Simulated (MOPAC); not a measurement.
MOPAC input (PM3):

```
PM3 FORCE THERMO(298,298) PRECISE LET CHARGE=1 GEO-OK AUX(PRECISION=9) THREADS=1
CHO

H     0.00000000 1   -0.00000000 1   -1.36035016 1
O    -0.00000000 1    0.00000000 1   -0.40274184 1
C     0.00000000 1    0.00000000 1    0.75843930 1
```

Output:

```
 *******************************************************************************
 **                                                                           **
 **                              MOPAC v23.2.5                                **
 **                                                                           **
 *******************************************************************************
 ** MOPAC's Digital Object Identifier: https://doi.org/10.5281/zenodo.6511958 **
 **                                                                           **
 ** Please cite the open-source release paper for use of this MOPAC version:  **
 ** J. E. Moussa and J. J. P. Stewart (2026)                                  **
 ** MOPAC: An open-source semiempirical molecular orbital program             **
 ** J. Open Source Softw., 11(119), 8025, https://doi.org/10.21105/joss.08025 **
 *******************************************************************************

                              PM3 CALCULATION RESULTS

 *******************************************************************************
 *  PM3        - The PM3 Hamiltonian to be used
 *  GEO-OK     - OVERRIDE INTERATOMIC DISTANCE AND OTHER SAFETY CHECKS
 *
 *
 *
 *                 CHARGE ON SYSTEM = +1
 *
 *
 *
 *  LET        - OVERRIDE SOME SAFETY CHECKS
 *  PRECISE    - TIGHTER CRITERIA TO BE USED
 *  FORCE      - FORCE CALCULATION SPECIFIED
 *  AUX        - OUTPUT AUXILIARY INFORMATION
 *  THERMO     - THERMODYNAMIC QUANTITIES TO BE CALCULATED
 *******************************************************************************
PM3 FORCE THERMO(298,298) PRECISE LET CHARGE=1 GEO-OK AUX(PRECISION=9) THREADS=1
 CHO

   ATOM   CHEMICAL          X               Y               Z
  NUMBER   SYMBOL      (ANGSTROMS)     (ANGSTROMS)     (ANGSTROMS)

     1       H          0.00000000  *  -0.00000000  *  -1.36035016  *
     2       O         -0.00000000  *   0.00000000  *  -0.40274184  *
     3       C          0.00000000  *   0.00000000  *   0.75843930  *

          CARTESIAN COORDINATES

    NO.       ATOM           X           Y           Z

     1         H          0.0000     -0.0000     -1.3604
     2         O         -0.0000      0.0000     -0.4027
     3         C          0.0000      0.0000      0.7584

  H: (PM3): J. J. P. STEWART, J. COMP. CHEM. 10, 209 (1989).
  C: (PM3): J. J. P. STEWART, J. COMP. CHEM. 10, 209 (1989).
  O: (PM3): J. J. P. STEWART, J. COMP. CHEM. 10, 209 (1989).

           Empirical Formula: C H O  =     3 atoms

      MOLECULAR POINT GROUP   :   C*v

      RHF CALCULATION, NO. OF DOUBLY OCCUPIED LEVELS = 5

          HEAT OF FORMATION =     222.242754 KCALS/MOLE

          CARTESIAN COORDINATE DERIVATIVES

   NUMBER  ATOM         X            Y            Z

     1       H     -0.002851     0.000000     0.000000
     2       O     -0.000683     0.000000     0.000000
     3       C      0.003533     0.000000     0.000000

 DIPOLE           X         Y         Z       TOTAL
 POINT-CHG.     6.579     0.000    -0.000     6.579
 HYBRID        -1.319    -0.000     0.000     1.319
 SUM            5.260    -0.000    -0.000     5.260

          GRADIENT NORM =   0.00459

          MOLECULAR WEIGHT =   29.02

          ROTATIONAL CONSTANTS IN CM(-1)

          A =    0.00000000   B =    1.49029601   C =    1.49029601

           PRINCIPAL MOMENTS OF INERTIA IN UNITS OF 10**(-40)*GRAM-CM**2

          A =        0.0000   B =       18.7834   C =       18.7834

          ORIENTATION OF MOLECULE IN FORCE CALCULATION

    NO.       ATOM         X         Y         Z

     1          H      -1.4050   -0.0000    0.0000
     2          O      -0.4474   -0.0000    0.0000
     3          C       0.7138    0.0000   -0.0000

    FIRST DERIVATIVES WILL BE USED IN THE CALCULATION OF SECOND DERIVATIVES

    FOR POINT-GROUP C*v  THERE ARE  84 UNIQUE SYMMETRY FUNCTIONS.

(To convert to Hartree/Bohr^2, multiply by (10^(-21) x N x a0^2)/(4.184 x 627.51) =  0.0642)

           FORCE MATRIX IN MILLIDYNES/ANGSTROM

                  H  1       O  2       C  3
 ------------------------------------------
     H    1   7.324875
     O    2   6.913598  23.869017
     C    3   0.428826  16.955439  17.367653

          HEAT OF FORMATION =     222.242754 KCALS/MOLE

          ZERO POINT ENERGY       9.385 KCAL/MOL

           NORMAL COORDINATE ANALYSIS (Total motion = 1 Angstrom)

   Root No.       1         2         3         4

                 1 Pi      1 Pi      1 Sig     2 Sig

                 448.3     448.3    2041.9    3626.2

   x  H    1    0.0000    0.0000   -0.3478    0.9249
   y  H    1    0.8444   -0.0088    0.0000    0.0000
   z  H    1    0.0088    0.8444    0.0000   -0.0000
   x  O    2   -0.0000   -0.0000   -0.2671   -0.0655
   y  O    2   -0.0971    0.0010   -0.0000   -0.0000
   z  O    2   -0.0010   -0.0971    0.0000    0.0000
   x  C    3    0.0000    0.0000    0.3850    0.0096
   y  C    3    0.0584   -0.0006    0.0000    0.0000
   z  C    3    0.0006    0.0584   -0.0000   -0.0000

           MASS-WEIGHTED COORDINATE ANALYSIS (NORMAL COORDINATES)

   Root No.       1         2         3         4

                 1 Pi      1 Pi      1 Sig     2 Sig

                 448.3     448.3    2041.9    3626.2

   x  H    1    0.0000    0.0000   -0.2001    0.9619
   y  H    1    0.8884   -0.0092    0.0000    0.0000
   z  H    1    0.0092    0.8884    0.0000   -0.0000
   x  O    2   -0.0000   -0.0000   -0.6124   -0.2713
   y  O    2   -0.4069    0.0042   -0.0000   -0.0000
   z  O    2   -0.0042   -0.4069    0.0000    0.0000
   x  C    3    0.0000    0.0000    0.7648    0.0345
   y  C    3    0.2122   -0.0022    0.0000    0.0000
   z  C    3    0.0022    0.2122   -0.0000   -0.0000

          DESCRIPTION OF VIBRATIONS

 VIBRATION          2    1Pi         ATOM PAIR     ENERGY CONTRIBUTION    RADIAL
 FREQUENCY           448.30         H 1 -- O 2         +95.4% ( 95.5%)      0.0%
 TRANSITION DIPOLE   1.5384         O 2 -- C 3          +4.6% ( 21.1%)      0.0%
 TRAVEL (Ang.)       0.3713
 REDUCED MASS        1.0910
 EFFECTIVE MASS      2.5962
 FORCE CONSTANT      0.1292

 VIBRATION          3    1Sig        ATOM PAIR     ENERGY CONTRIBUTION    RADIAL
 FREQUENCY          2041.93         O 2 -- C 3         +85.6% (101.9%)    100.0%
 TRANSITION DIPOLE   3.7710         H 1 -- O 2         +14.4% ( 41.8%)    100.0%
 TRAVEL (Ang.)       0.0721
 REDUCED MASS        6.3611
 EFFECTIVE MASS     13.7251
 FORCE CONSTANT     15.6267

 VIBRATION          4    2Sig        ATOM PAIR     ENERGY CONTRIBUTION    RADIAL
 FREQUENCY          3626.19         H 1 -- O 2         +98.3% ( 99.9%)    100.0%
 TRANSITION DIPOLE   2.0832         O 2 -- C 3          +1.7% ( 13.2%)    100.0%
 TRAVEL (Ang.)       0.1399
 REDUCED MASS        0.9495
 EFFECTIVE MASS      1.6068
 FORCE CONSTANT      7.3558

      SYMMETRY NUMBER FOR POINT-GROUP C*v =  1

          SYSTEM IS A GROUND STATE

 CHO

          MOLECULE IS LINEAR

          THERE ARE  4 GENUINE VIBRATIONS IN THIS SYSTEM
          THIS THERMODYNAMICS CALCULATION IS LIMITED TO
          MOLECULES WHICH HAVE NO INTERNAL ROTATIONS

                    CALCULATED THERMODYNAMIC PROPERTIES
                                          *
   TEMP. (K)   PARTITION FUNCTION   H.O.F.    ENTHALPY  HEAT CAPACITY ENTROPY
                                   KCAL/MOL   CAL/MOLE    CAL/K/MOL  CAL/K/MOL

 298.00  VIB.     0.1276D+01                   332.8048     2.7384     1.6016
         ROT.     0.1390D+03                   592.1869     1.9872    11.7927
         INT.     0.1774D+03                   924.9917     4.7256    13.3943
         TRA.     0.1511D+27                  1480.4672     4.9680    36.0278
         TOT.                      222.243    2405.4589     9.6936    49.4221

   *: NOTE: HEATS OF FORMATION ARE RELATIVE TO THE
            ELEMENTS IN THEIR STANDARD STATE AT 298K
              (=  Standard Enthalpy of Formation).

            Hvib:  Zero-point energy is not included.
                   frequencies of less than zero cm-1 are not included.
            Hrot = (3/2)RT
            Htra = (3/2)RT + pV = (5/2)RT

            Heat capacity is Cp, not Cv

          For more information, see: HTTP://OpenMOPAC.net/Manual/thermochemistry.html

           FORCE CONSTANT IN CARTESIAN COORDINATES (Millidynes/A)

    ATOM   CHEMICAL       X               Y               Z
   NUMBER   SYMBOL  FORCE CONSTANT  FORCE CONSTANT  FORCE CONSTANT

      1       H        7.323733        0.094139        0.094139
      2       O       23.863569        0.313758        0.313758
      3       C       17.368675        0.063747        0.063747

 **********************
 *                    *
 * JOB ENDED NORMALLY *
 *                    *
 **********************

 == MOPAC DONE ==
```

The dipole moment of an ion depends on the origin.
